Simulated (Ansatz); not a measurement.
Basis-set series for `FB(F)OP`. Total charge 0; spin multiplicity 1. Geometry: relaxed with PBE0-D4/def2-TZVP. It is one conformer, not always the lowest.

```
functional       basis  functions  energy (Eh)  HOMO (eV)  LUMO (eV)
   PBE0-D4    def2-SVP         84   -641.71675      -7.76      -0.18
   PBE0-D4  def2-QZVPP        358   -642.23055      -7.85      -0.77
   ωB97M-V    def2-SVP         84   -642.04739      -9.96       1.92
   ωB97M-V  def2-QZVPP        358   -642.56568     -10.07       1.04
```

Problem. Give the rows for def2-TZVPP. (An estimate is asked.)

Solution. Computed: 
```
functional       basis  functions  energy (Eh)  HOMO (eV)  LUMO (eV)
   PBE0-D4  def2-TZVPP        194   -642.20323      -7.82      -0.70
   ωB97M-V  def2-TZVPP        194   -642.54006     -10.04       1.14
```

Positive LUMOs are unbound and depend on the basis.
